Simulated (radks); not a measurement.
All-electron atom: Mo in [Kr] 4d5 5s1. Calculated with a radial shooting solver on a logarithmic mesh with Libxc functionals: scalar-relativistic Kohn-Sham, RPBE, spin-polarised, spherical densities, finite nucleus; open shells are filled with parallel spins first (spin-orbit coupling, left out, can overturn this in heavy ions); Fermi nuclear charge, rms radius 4.4091 fm. Some entries of the table are withheld. Estimate them.

| orbital | occ. | eigenvalue (eV) | <1/r> (bohr^-1) | <r^2> (bohr^2) |
|---|---|---|---|---|
| 1s down | 1 | -19822.48 | 43.55 | 0.001668 |
| 1s up | 1 | -19822.47 | 43.55 | 0.001668 |
| 2s up | 1 | -2799.132 | 9.805 | 0.02785 |
| 2s down | 1 | -2798.656 | 9.806 | 0.02784 |
| 2p up | 3 | -2501.869 | 9.532 | 0.02193 |
| 2p down | 3 | -2501.517 | 9.532 | 0.02192 |
| 3s up | 1 | -475.9017 | 3.367 | 0.2106 |
| 3s down | 1 | -475.6650 | 3.366 | 0.2105 |
| 3p up | 3 | -378.5211 | 3.202 | 0.2157 |
| 3p down | 3 | -378.2502 | 3.201 | 0.2156 |
| 3d up | 5 | (1) | 2.969 | 0.2075 |
| 3d down | 5 | (2) | 2.968 | 0.2072 |
| 4s up | 1 | -64.7381 | 1.223 | 1.403 |
| 4s down | 1 | -62.0755 | 1.236 | 1.380 |
| 4p up | 3 | -39.0406 | 1.078 | 1.778 |
| 4p down | 3 | -36.0391 | 1.092 | 1.745 |
| 5s up | 1 | -4.5454 | 0.3690 | 14.00 |
| 4d up | 5 | -4.5364 | 0.6962 | 4.828 |
| 5p up | 0 | -1.2732 | 0.2453 | (3) |

Answer. 
(1) 3d up eigenvalue (eV): -220.2796
(2) 3d down eigenvalue (eV): -219.8422
(3) 5p up <r^2> (bohr^2): 32.58
